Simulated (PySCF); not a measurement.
C3H8BFO, SMILES COB(C)CF. Heavy atoms are numbered as in [CH3:1][O:2][B:3]([CH3:4])[CH2:5][F:6]. Hydrogens are named by the atom that carries them.

Geometry: PBE0-D3(BJ)/def2-SVP. A frequency run showed that this geometry is not a minimum. The structure was generated by enumeration, and PubChem lists no compound with its InChIKey, so it may never have been made. Other conformers were not sampled.

Calculation: PBE/pcSseg-1 in PySCF.

GIAO shieldings, no solvent; atoms alike by connectivity are averaged. δ = σ(ref) − σ: ¹³C against TMS (σ = 182.0 ppm); ¹⁷O against H2O (σ = 334.3 ppm); ¹¹B against BF3 (σ = 83.9 ppm); ¹⁹F against CFCl3 (σ = 133.6 ppm); ¹H against TMS (σ = 31.49 ppm), references at their B3LYP-D3(BJ)/def2-TZVP geometries, non-relativistic.

Computed chemical shifts:
```csv
nucleus,atoms,count,δ (ppm)
¹³C,C5 (CH2),1,84.7
¹³C,C1 (CH3),1,58.7
¹³C,C4 (CH3),1,-2.0
¹⁷O,O2,1,179.1
¹¹B,B3,1,43.4
¹⁹F,F6,1,-318.2
¹H,H on C5,2,4.73
¹H,H on C1,3,4.19
¹H,H on C4,3,0.85
```
